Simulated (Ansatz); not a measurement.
A CCSD(T) single point on CH4BFGe (`F[B]1[CH2][GeH2]1`).

```yaml
crystal:
  periodic: [false, false, false]
  atoms:
    - {symbol: F, position_ang: [-1.002428, 1.127492, 1.872939]}
    - {symbol: B, position_ang: [-0.542959, 0.743824, 0.702821]}
    - {symbol: C, position_ang: [0.805298, 0.597318, 0.085682]}
    - {symbol: Ge, position_ang: [-0.676409, -0.849858, -0.484001]}
    - {symbol: H, position_ang: [0.965647, 0.911212, -0.943964]}
    - {symbol: H, position_ang: [1.729282, 0.539090, 0.658259]}
    - {symbol: H, position_ang: [-0.590641, -0.842769, -2.011276]}
    - {symbol: H, position_ang: [-0.595688, -2.283510, 0.063739]}
basis:
  gaussian: {orbitals: def2-TZVPP}
correlation: {method: ccsd_t}
output: {orbitals: {seedname: orbitals}}
```

```sh
$ ansatz run in.yaml --threads 2 --pin off --events-out ev --progress --plain --max-ram 4352MiB
```

Log, shortened:

```
Functional definition: HF
1212 factors; integrals over basis functions are off by at most 9.2e-4 eV
mean field evaluation 1: about -60942.8682 eV, gradient 3.6e1 eV
mean field evaluation 2: about -60943.0050 eV, gradient 3.6e1 eV
mean field evaluation 4: about -60946.2860 eV, gradient 3.6e0 eV
mean field evaluation 8: about -60946.3460 eV, gradient 3.2e-1 eV
mean field evaluation 16: about -60946.3467 eV, gradient 2.0e-6 eV
mean field -60946.34671894 eV, -2239.7369310034 hartree, gradient 2.0e-6 eV, S^2 0.000000; 0 other end points of the search recorded, 0 dependent functions left out
12 core orbitals not correlated: weight in the atoms' cores, before any rotation towards them, 1.000 or more for the frozen orbitals, at most 0.000 for the correlated occupied ones
reference -60946.34671894 eV, -2239.7369310034 hartree; 16, 16 occupied and 169, 169 virtual orbitals, 1212 factors
second order -21.03431158 eV of doubles, -0.00000000 eV of singles
cycle   1  -20.93357163 eV  change    1.0e-1 eV  update   1.1e-1
cycle   2  -21.51324937 eV  change   -5.8e-1 eV  update   3.3e-2
cycle   3  -21.62238476 eV  change   -1.1e-1 eV  update   1.7e-2
cycle   4  -21.60831622 eV  change    1.4e-2 eV  update   4.3e-3
cycle   5  -21.60588476 eV  change    2.4e-3 eV  update   2.0e-3
cycle   6  -21.60675879 eV  change   -8.7e-4 eV  update   6.5e-4
cycle   7  -21.60649517 eV  change    2.6e-4 eV  update   2.8e-4
cycle   8  -21.60642402 eV  change    7.1e-5 eV  update   1.1e-4
cycle   9  -21.60647561 eV  change   -5.2e-5 eV  update   5.0e-5
cycle  10  -21.60647782 eV  change   -2.2e-6 eV  update   1.8e-5
perturbative correction -0.85706028 eV, -0.0314963843 hartree
Total energy: -60968.81025703 eV, -2240.5624508022 hartree
```

Hardware: 2 threads of an Arm Neoverse V2 on a shared host. Wall time 2.1 min, peak host memory 2.4 GiB.

The correlation energy is -22.464 eV, 3.8 % of it from (T); the T1 diagnostic reads 0.0131.
